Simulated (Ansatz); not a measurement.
Relaxation of FGaH4Si (7 atoms, charge 0, multiplicity 1), to a largest force component of 0.015 eV/Å in at most 40 steps.

Theory: RKS B3LYP/def2-SVP (Ansatz 0.2.0).

```xyz
7
Properties=species:S:1:pos:R:3:forces:R:3
F 0.237 -2.144 1.459 0.01 -0.05 -0.24
Ga 0.019 -0.396 1.250 -0.03 -0.09 0.77
Si -0.034 0.460 -1.004 0.05 -0.04 0.22
H -0.092 0.162 2.753 0.00 0.10 -0.48
H 1.197 0.086 -1.722 0.32 -0.11 -0.14
H -1.184 -0.079 -1.746 -0.34 -0.19 -0.15
H -0.141 1.929 -0.983 -0.02 0.37 0.02
```

Task: Where does it end, and by what steps?

Result: It converged. After 5 steps the energy has fallen by 0.048 eV; F1 moved furthest, 0.09 Å.

```tsv
step	energy less start (eV)	largest force component (eV/Å)	accepted
0	0.0000	0.771	yes
1	-0.0260	0.456	yes
2	-0.0454	0.324	yes
3	-0.0482	0.059	yes
4	-0.0484	0.015	yes
5	-0.0484	0.003	yes
```

```xyz
7
Properties=species:S:1:pos:R:3
F 0.235 -2.166 1.367
Ga 0.019 -0.409 1.283
Si -0.029 0.460 -0.978
H -0.100 0.225 2.718
H 1.220 0.070 -1.696
H -1.200 -0.111 -1.707
H -0.143 1.949 -0.979
```

Whether the end is a true minimum wasn't checked by a vibrational analysis.

The run took 47 s on 1 thread of Intel(R) Xeon(R) Processor @ 2.50GHz (Skylake/Cascade Lake), with other jobs on the host, peak memory 0.18 GiB.
